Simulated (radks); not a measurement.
Removal energies from the arsenic ion As11+, [Ar] 3d4, by Delta-SCF beside the eigenvalue of the level emptied. All-electron calculation, scalar-relativistic Kohn-Sham, PBEsol, spin-polarised, spherical densities, finite nucleus; Fermi nuclear charge, rms radius of each element as measured or else 0.836 A^(1/3) + 0.57 fm. Program: a radial shooting solver on a logarithmic mesh with Libxc functionals. Open shells are filled with parallel spins first.

| removed from | final configuration | Delta-SCF (eV) | -eigenvalue (eV) |
|---|---|---|---|
| 3d | [Ar] 3d3 | 335.21 | 315.47 |
| 3p | [Ne] 3s2 3p5 3d4 | 417.82 | 399.68 |
| 3s | [Ne] 3s1 3p6 3d4 | 475.64 | 457.50 |
| 2p | [He] 2s2 2p5 3s2 3p6 3d4 | 1659.3 | 1610.2 |
